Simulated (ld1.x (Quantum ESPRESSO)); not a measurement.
Before and after: PAW potential for Mn (Z = 25)

* Element: manganese (Mn)
* Generator: ld1.x (Quantum ESPRESSO) 7.5
* Type: PAW
* Functional: revPBE
* Relativity: scalar-relativistic
* Frozen core: [Ne] 3s2
* Valence charge: 13
* Reference configuration: 3p6 3d5 4s2 4p0
* Partial waves: 4s (bound): rcut 2.30, rcutus 2.70 bohr; 4s channel at 0.05 Ry: rcut 2.30, rcutus 2.70 bohr; 3p (bound): rcut 1.25, rcutus 1.50 bohr; 4p (bound, empty): rcut 1.25, rcutus 1.50 bohr; 3d (bound): rcut 0.90, rcutus 0.95 bohr; 3d channel at 0.2 Ry: rcut 0.90, rcutus 0.95 bohr
* Local potential: all-electron potential smoothed inside 1.75 bohr (lloc = -1)
* Core correction: a·sin(br)/r model core inside 0.65 bohr
* Augmentation charge: BESSEL, radius 0.95 bohr

All-electron outer shells of the reference configuration (revPBE, scalar-relativistic, ld1.x):

| shell | level (eV) | outermost node (bohr) | outermost maximum (bohr) |
| --- | --- | --- | --- |
| 2p | -630.12 | – | 0.19 |
| 3s | -85.93 | 0.34 | 0.74 |
| 3p | -54.59 | 0.31 | 0.75 |
| 3d | -6.72 | – | 0.76 |
| 4s | -5.05 | 1.05 | 2.54 |
| 4p | -1.35 | 1.16 | 3.43 |

Change: wave 4s channel at 0.05 Ry: rcut 2.30, rcutus 2.70 bohr becomes 4s channel at 2.92 Ry: rcut 2.30, rcutus 2.70 bohr.

Cutoffs: the cutoffs (Ry, on a coarse ladder) from which the occupation-weighted sum of valence levels, in a spherical-Bessel basis at the reference potential, stays within 10 and 1 mRy of its value at 400 Ry; they do not see the model core or the augmentation charge, which bear on the density cutoff. Errors are all-electron minus pseudo energies relative to the spin-unpolarised reference configuration.

Task: What does the change do?

Result: The potential gets neither clearly harder nor softer (120 Ry and 200 Ry → 120 Ry and 200 Ry); of the 6 tests that both files solve, the error grows in 0 and shrinks in 2 by more than 15 % and 0.3 meV (median size 18.4 → 16.2 meV); neither file shows a bound ghost at the reference potential, the only one tested.

```tsv
quantity	base	changed
cutoff, loose	120 Ry	120 Ry
cutoff, tight	200 Ry	200 Ry
bound ghosts	none	none
tests counted (converged, no solver errors)	6 of 7	6 of 7
error for 3p6 3d5 4s1 4p0, meV [ΔE 8.33 eV]	+6.4	+6.9
error for 3p6 3d5 4s0 4p0, meV [ΔE 23.77 eV]	+29	+29
error for 3p6 3d5.5 4s1.5 4p0, meV [ΔE -0.48 eV]	+8.1	+4.5
error for 3p6 3d6 4s0 4p0, meV [ΔE 6.69 eV]	+23	+23
error for 3p6 3d5 4s0 4p1, meV [ΔE 13.03 eV]	+26	+26
error for 3p6 3d6 4s1 4p0, meV [ΔE -0.37 eV]	+14	+9.8
s: phases at 2.97 bohr within 0.05 rad from the reference energy up to (Ry; the scan ends near 5)	n/a	2.2
p: phases at 2.97 bohr within 0.05 rad from the reference energy up to (Ry; the scan ends near 5)	n/a	n/a
d: phases at 2.97 bohr within 0.05 rad from the reference energy up to (Ry; the scan ends near 5)	to the end of the scan	to the end of the scan
lowest overlap eigenvalue by channel	s 0.31, p 0.12, d 0.99	s 0.67, p 0.12, d 0.99
```

Base: Tests not counted: 3p6 3d4 4s0 4p0 (solver errors, printed error -1375 eV). Changed file: Tests not counted: 3p6 3d4 4s0 4p0 (solver errors, printed error -1375 eV).
